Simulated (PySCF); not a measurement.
# SrCl and its ions

UHF-SCS-MP2; PySCF, scalar-relativistic core potentials, basis sets Sr def2-SVP with ECP28, Cl def2-SVP. Neutral (UHF): doublet (σ ↑), Re = 2.625 Å, ωe = 313 cm⁻¹, De = 3.83 eV.

SrCl⁺ (RHF): singlet (closed shell), Re = 2.528 Å, ωe = 367 cm⁻¹, De = 3.82 eV to Sr⁺ + Cl. The energies at the minima are -489.98265 hartree for SrCl and -489.78201 for SrCl⁺.

(1) Work out the adiabatic ionisation energy, without and with harmonic zero-point energies (1 hartree = 27.2114 eV, 1 eV = 8065.5 cm⁻¹), and the change of the bond length.

Correlated steps freeze 5 core orbitals. Correlated levels converge slowly with the basis: in double zeta they bind strong bonds too weakly, by up to about 1 eV, and carry superposition errors of some tenths. For an ion De counts to the pair picked by the measured ionisation energies or electron affinities, which need not be the lowest pair at this level. Where the molecule has an RHF reference, its open-shell atoms are computed with UHF. States were picked by a PBE0 search and need not be the measured ground states.

Neutral and ion stand on different kinds of reference determinant, which adds to the error of the difference.

## Answers

(1) At SCS-MP2: 0.20064 hartree = 5.460 eV between the minima; the zero-point term (367.0 − 313.0)/2 cm⁻¹ = +0.003 eV makes it 5.463 eV. Re changes by -9.7 pm against the neutral. The electron leaves a σ orbital, and the shorter bond of the ion fits an antibonding orbital, or a change in how ionic the bond is.
